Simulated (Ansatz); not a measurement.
`C#C[Si](C)(F)F` → `F[Si]F` + `C#CC` at 600 K and 1 bar (silylene formation by 1,1-elimination).

Computed with Ansatz on PBE0-D4/def2-TZVP structures; ΔE is electronic, products minus reactants. CCSD(T)/CBS adds triple-zeta CCSD(T) − MP2 to the extrapolated MP2 energy (def2 sets, frozen cores). This one scheme is used for every species.

```json
{"species": "`C#C[Si](C)(F)F`", "CCSD(T)/CBS energy (Eh)": "-605.33750", "H − E (kJ/mol)": "229.2", "S (J/(mol·K))": "452.3"}
{"species": "`F[Si]F`", "CCSD(T)/CBS energy (Eh)": "-488.75686", "H − E (kJ/mol)": "38.5", "S (J/(mol·K))": "291.1"}
{"species": "`C#CC`", "CCSD(T)/CBS energy (Eh)": "-116.49627", "H − E (kJ/mol)": "182.1", "S (J/(mol·K))": "298.5"}
```

H − E and S are ideal-gas, rigid-rotor, harmonic terms from PBE0-D4/def2-TZVP. 1 Eh = 2625.50 kJ/mol, R = 8.31446 J/(mol·K).

Question: By hand: ΔE, ΔH, ΔS and ΔG.

Answer: ΔE = (-488.75686) + (-116.49627) − (-605.33750) = 0.08437 Eh = 221.5 kJ/mol. Δ(H − E) = 38.5 + 182.1 − 229.2 = -8.6, so ΔH = 212.9 kJ/mol. ΔS = 291.1 + 298.5 − 452.3 = 137.3 J/(mol·K). ΔG = 212.9 − 600 × (137.3)/1000 = 130.5 kJ/mol.

Question: By hand: the equilibrium constant, and the temperature at which ΔG would vanish if ΔH and ΔS stayed fixed.

Answer: log₁₀ K = −ΔG/(RT ln 10) = -11.4. ΔG = 0 at ΔH/ΔS = 1551 K.

The number of gas molecules changes by +1, which sets the sign of ΔS. A doubt of 5 kJ/mol in ΔE shifts log₁₀ K by 0.4 here. These are equilibria of isolated gas molecules and say nothing of rates. Largest T1 diagnostic: 0.015 (customary marks: 0.02 for closed shells, 0.045 for open ones).
